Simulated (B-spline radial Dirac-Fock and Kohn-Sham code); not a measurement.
**Anomalous scattering factors of S, 8.0478 keV to 78.01 keV**

Method: the dispersion relation over Dirac-Hartree-Slater subshell photoionisation cross sections, with the Kissel-Pratt high-energy constant (isolated atom, no bound-bound lines or fine structure). Computed with a radial finite-basis atomic code. The forward scattering factor is f₀ + f′ + i f″.

No edge lies in or near this range.

```csv
hν (eV),λ (Å),f′ (e),f″ (e),tabulated f′,tabulated f″
8047.8,1.541,0.339,0.569,0.33,0.55
8698,1.425,0.316,0.492,0.31,0.48
9251.7,1.340,0.297,0.438,0.29,0.43
10060,1.232,0.272,0.374,0.27,0.36
12000,1.033,0.220,0.266,0.22,0.26
12660,0.9793,0.205,0.240,0.20,0.23
14200,0.8731,0.175,0.191,0.17,0.18
15000,0.8266,0.162,0.171,0.16,0.16
17479.3,0.7093,0.128,0.126,0.13,0.12
20000,0.6199,0.102,0.096,0.10,0.09
22162.9,0.5594,0.085,0.078,0.08,0.08
24209.8,0.5121,0.072,0.065,0.07,0.06
28650,0.4328,0.051,0.046,0.05,0.04
30000,0.4133,0.046,0.042,0.04,0.04
33160,0.3739,0.036,0.034,0.03,0.03
40000,0.3100,0.022,0.023,0.02,0.02
40370,0.3071,0.021,0.022,0.02,0.02
43720,0.2836,0.016,0.019,0.01,0.02
44000,0.2818,?,?,?,?
57820,0.2144,0.002,0.010,0.00,0.01
58400,0.2123,0.002,0.010,0.00,0.01
66850,0.1855,-0.003,0.007,0.00,0.01
77520,0.1599,-0.007,0.005,-0.01,0.01
78010,0.1589,-0.007,0.005,-0.01,0.01
```

**Question.** What are f′ and f″ at 44000 eV?

**Answer.** f′ = 0.015 and f″ = 0.018 electrons (tables: 0.01 and 0.02). By the optical theorem f″ corresponds to a photoabsorption cross section 2 rₑ λ f″ = 29.3 b.

Tabulated f′: xraylib 4.2 anomalous scattering factors (Cullen et al., EPDL97); f″: Chantler's tables (J. Phys. Chem. Ref. Data 1995 and 2000). Both are theoretical tables.
